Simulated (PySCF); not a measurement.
Mg(Me)(OSiH3) (CH6MgOSi), SMILES [CH3][Mg][O][SiH3]. Heavy atoms are numbered as in [Mg:1]([CH3:2])[O:6][SiH3:7]. Hydrogens are named by the atom that carries them.

Coordinates come from a PBE0-D3(BJ)/def2-SVP optimisation. The structure was generated by enumeration; whether it is a known compound was not checked. The values are those of a single conformer.

Method: PySCF with PBE0/pcSseg-1.

GIAO shieldings, no solvent; atoms alike by connectivity are averaged. δ = σ(ref) − σ: ¹³C against TMS (σ = 186.3 ppm); ¹H against TMS (σ = 31.56 ppm); ¹⁷O against H2O (σ = 334.2 ppm); ²⁹Si against TMS (σ = 352.7 ppm), references at their B3LYP-D3(BJ)/def2-TZVP geometries, non-relativistic.

| nucleus | atoms | count | δ (ppm) |
|---|---|---|---|
| ¹³C | C2 (CH3) | 1 | -26.3 |
| ¹H | H on Si7 | 3 | 5.38 |
| ¹H | H on C2 | 3 | -0.52 |
| ¹⁷O | O6 | 1 | -6.5 |
| ²⁹Si | Si7 (SiH3) | 1 | -46.4 |
